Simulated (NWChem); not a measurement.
System: C₃H₅BF₂; SMILES C(B(CF)F)=C

```xyz
11

C     -0.0207    -2.5851     0.0000
C     -0.7010    -1.4288     0.0000
B      0.0321    -0.0567     0.0000
F      1.3599    -0.0354     0.0000
C     -0.7517     1.3106     0.0000
F      0.0586     2.4174     0.0000
H      1.0750    -2.5918     0.0000
H     -0.5153    -3.5626     0.0000
H     -1.7974    -1.4704     0.0000
H     -1.4247     1.3450    -0.8808
H     -1.4247     1.3450     0.8808
```
Atoms are numbered in this order, from 1.

Results from NWChem. Pople sets run with spherical d functions. Coordinates come from a PBE0/def2-SVP optimisation.

What does the run give for PBE0/6-311G**? Quantities: highest occupied level (eV); orbital gap (eV); dipole (D).

The highest occupied level (eV) is -8.41. The orbital gap (eV) comes out as 6.85 and the dipole (D) is 2.99.
